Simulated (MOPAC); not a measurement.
A run for MOPAC: AM1 on H4OSi (SMILES O[SiH3]).

```
AM1 1SCF PRECISE CHARGE=0 THREADS=1
H4OSi

O     -0.66012326 1    -0.55387001 1     2.94824951 1
Si     0.19233849 1     0.70347333 1     3.62415626 1
H     -1.25777793 1    -1.06608613 1     3.49886919 1
H     -0.72423926 1     1.72104885 1     4.18960304 1
H      0.97990921 1     1.27280808 1     2.51602778 1
H      1.08482307 1     0.21832124 1     4.70272845 1
```

Program output:

```
*******************************************************************************
 **                                                                           **
 **                              MOPAC v23.2.5                                **
 **                                                                           **
 *******************************************************************************
 ** MOPAC's Digital Object Identifier: https://doi.org/10.5281/zenodo.6511958 **
 **                                                                           **
 ** Please cite the open-source release paper for use of this MOPAC version:  **
 ** J. E. Moussa and J. J. P. Stewart (2026)                                  **
 ** MOPAC: An open-source semiempirical molecular orbital program             **
 ** J. Open Source Softw., 11(119), 8025, https://doi.org/10.21105/joss.08025 **
 *******************************************************************************

                              AM1 CALCULATION RESULTS

 *******************************************************************************
 *  AM1        - The AM1 Hamiltonian to be used
 *
 *
 *
 *                 CHARGE ON SYSTEM = 0
 *
 *
 *
 *  PRECISE    - TIGHTER CRITERIA TO BE USED
 *  1SCF       - DO 1 SCF AND THEN STOP
 *  THREADS=1  - MULTI-THREADING NOT USED
 *  T=         - A TIME OF 172800.0 SECONDS REQUESTED
 *  DUMP=N     - RESTART FILE WRITTEN EVERY 7200.0 SECONDS REQUESTED
 *******************************************************************************
AM1 1SCF PRECISE CHARGE=0 THREADS=1
 H4OSi

   ATOM   CHEMICAL          X               Y               Z
  NUMBER   SYMBOL      (ANGSTROMS)     (ANGSTROMS)     (ANGSTROMS)

     1       O         -0.66012326  *  -0.55387001  *   2.94824951  *
     2      Si          0.19233849  *   0.70347333  *   3.62415626  *
     3       H         -1.25777793  *  -1.06608613  *   3.49886919  *
     4       H         -0.72423926  *   1.72104885  *   4.18960304  *
     5       H          0.97990921  *   1.27280808  *   2.51602778  *
     6       H          1.08482307  *   0.21832124  *   4.70272845  *



          CARTESIAN COORDINATES

    NO.       ATOM           X           Y           Z

     1         O         -0.6601     -0.5539      2.9482
     2        Si          0.1923      0.7035      3.6242
     3         H         -1.2578     -1.0661      3.4989
     4         H         -0.7242      1.7210      4.1896
     5         H          0.9799      1.2728      2.5160
     6         H          1.0848      0.2183      4.7027

  H: (AM1): M.J.S. DEWAR ET AL, J. AM. CHEM. SOC. 107 3902-3909 (1985)
  O: (AM1): M.J.S. DEWAR ET AL, J. AM. CHEM. SOC. 107 3902-3909 (1985)
 Si: (AM1): M.J.S.DEWAR, C. JIE, ORGANOMETALLICS, 6, 1486-1490 (1987).

           Empirical Formula: H4 O Si  =     6 atoms



      MOLECULAR POINT GROUP   :   Cs


      RHF CALCULATION, NO. OF DOUBLY OCCUPIED LEVELS = 7


 -------------------------------------------------------------------------------
 AM1 1SCF PRECISE CHARGE=0 THREADS=1
 H4OSi



     1SCF WAS SPECIFIED, SO BFGS WAS NOT USED
     SCF FIELD WAS ACHIEVED


                              AM1 CALCULATION
                                                       MOPAC v23.2.5 Linux




          FINAL HEAT OF FORMATION =        -59.30253 KCAL/MOL =    -248.12179 KJ/MOL


          COSMO AREA              =         87.22 SQUARE ANGSTROMS
          COSMO VOLUME            =         72.91 CUBIC ANGSTROMS

          IONIZATION POTENTIAL    =         11.092148 EV
          HOMO LUMO ENERGIES (EV) =        -11.092  1.293
          NO. OF FILLED LEVELS    =          7
          MOLECULAR WEIGHT        =         48.1165         POINT GROUP:  Cs

          MOLECULAR DIMENSIONS (Angstroms)

            Atom       Atom       Distance
            H     5    H     3     3.38285
            H     4    H     6     2.40710
            O     1    H     4     1.97300


          SCF CALCULATIONS        =          1





   ATOM   CHEMICAL          X               Y               Z
  NUMBER   SYMBOL      (ANGSTROMS)     (ANGSTROMS)     (ANGSTROMS)

     1       O         -0.66012326  *  -0.55387001  *   2.94824951  *
     2      Si          0.19233849  *   0.70347333  *   3.62415626  *
     3       H         -1.25777793  *  -1.06608613  *   3.49886919  *
     4       H         -0.72423926  *   1.72104885  *   4.18960304  *
     5       H          0.97990921  *   1.27280808  *   2.51602778  *
     6       H          1.08482307  *   0.21832124  *   4.70272845  *

                             CARTESIAN COORDINATES

   1    O       -0.660123260    -0.553870010     2.948249510
   2   Si        0.192338490     0.703473330     3.624156260
   3    H       -1.257777930    -1.066086130     3.498869190
   4    H       -0.724239260     1.721048850     4.189603040
   5    H        0.979909210     1.272808080     2.516027780
   6    H        1.084823070     0.218321240     4.702728450


           Empirical Formula: H4 O Si  =     6 atoms



      MOLECULAR POINT GROUP   :   Cs


                  EIGENVALUES
 -36.14678 -18.63202 -15.81852 -14.22265 -13.51529 -11.66560 -11.09215   1.29273
   1.65597   1.75354   1.95726   5.70349


              NET ATOMIC CHARGES AND DIPOLE CONTRIBUTIONS

  ATOM NO.   TYPE          CHARGE      No. of ELECS.   s-Pop       p-Pop
    1          O          -0.617331        6.6173     1.83561     4.78172
    2         Si           1.064011        2.9360     0.82808     2.10791
    3          H           0.238698        0.7613     0.76130
    4          H          -0.246201        1.2462     1.24620
    5          H          -0.193158        1.1932     1.19316
    6          H          -0.246019        1.2460     1.24602
 DIPOLE           X         Y         Z       TOTAL
 POINT-CHG.     0.164     0.541     0.945     1.102
 HYBRID        -0.476    -0.431     0.374     0.743
 SUM           -0.312     0.110     1.320     1.361


          ATOMIC ORBITAL ELECTRON POPULATIONS

     Atom    s        px        py        pz
    1  O   1.83561   1.63368   1.57888   1.56916
    2 Si   0.82808   0.71888   0.64993   0.73910
    3  H   0.76130
    4  H   1.24620
    5  H   1.19316
    6  H   1.24602

 **********************
 *                    *
 * JOB ENDED NORMALLY *
 *                    *
 **********************




 == MOPAC DONE ==
```

The run finished.

Cost: about 0.05 core-seconds (a rough figure).
